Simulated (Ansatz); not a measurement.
Consider the formal exchange of groups at a C–C bond: `CCO[SiH2]N` + `c1cc[nH]c1` → `Cc1ccc[nH]1` + `CO[SiH2]N`.

Calculated with Ansatz (gas phase, PBE0-D4/def2-TZVP geometries, no zero-point term in ΔE). CCSD(T)/CBS adds triple-zeta CCSD(T) − MP2 to the extrapolated MP2 energy (def2 sets, frozen cores). This one scheme is used for every species. DFT in def2-TZVPP. One conformer a species, not always the lowest.

```
             level  ΔE (kJ/mol)  difference from CCSD(T)/CBS
            PBE-D4         -1.6                         -2.8
         r2SCAN-D4         -0.1                         -1.3
           PBE0-D4         -1.6                         -2.8
               PBE         -0.3                         -1.5
            r2SCAN          0.3                         -0.9
SCS-MP2/def2-TZVPP         -0.3                         -1.5
   CCSD/def2-TZVPP          1.2                          0.0
     HF/def2-QZVPP          1.7                          0.5
SCS-MP2/def2-QZVPP         -0.1                         -1.3
    CCSD/CBS(def2)          1.5                          0.3
       CCSD(T)/CBS          1.2                            0
```

Largest T1 diagnostic among the species: 0.011.
